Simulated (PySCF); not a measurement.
Gas-phase equilibrium of 1 mol SO2, 5.1 mol O2 at 2000 K and 10.0 bar, among 11 species (S2O, SO2, O2, O, S2, S6, O3, SO, S8, S, SO3). Only gases are allowed; each row takes one source of thermochemistry for all species, and Cantera finds the minimum.

Computed with PySCF (xtb for GFN2) and rigid-rotor harmonic-oscillator thermochemistry at 1 bar. † marks an energy on the PBE0/def2-TZVP geometry and frequencies; other levels use their own. Open shells (unrestricted) among the columns below: O2 (multiplicity 3), O (multiplicity 3, electronic degeneracy 9), SO (multiplicity 3), S (multiplicity 3, electronic degeneracy 9); the rest are closed-shell singlets. GFN2 has no spin-polarisation term. Spin-orbit splitting is ignored; it lowers the true energy and changes the entropy of O, S. The harmonic model lacks anharmonicity and excited electronic states, which grow with temperature; levels with a mode under 35 cm⁻¹ are left out. Strong static correlation: O3.

Molecules larger than those listed are left out.

Mole fractions:

```
thermochemistry        x O    x O2     x O3    x SO3   x SO2     x SO      x S
-----------------  -------  ------  -------  -------  ------  -------  -------
BLYP/def2-TZVP†     3.4e-5    0.84   6.1e-8  0.00042    0.16  0.00013   1.9e-9
GFN2-xTB           4.8e-11   0.063     0.70     0.20   0.041  2.6e-10   <1e-12
HF/def2-TZVP†         0.91  0.0054   <1e-12   8.5e-7  0.0060    0.061    0.014
M06-2X/def2-TZVP†  0.00017    0.84  8.9e-10   0.0020    0.16   6.5e-5   1.8e-9
PBE/def2-SVP        6.0e-6    0.84   1.0e-7   7.6e-5    0.16   0.0022   1.2e-7
PBE/def2-TZVP†      1.2e-5    0.84   1.4e-7   0.0019    0.16   5.1e-5  4.2e-10
```
The most sensitive of these is O3: it spans a factor of 10^11.8 over these rows; at this temperature one factor of ten is RT ln 10 = 38 kJ/mol.
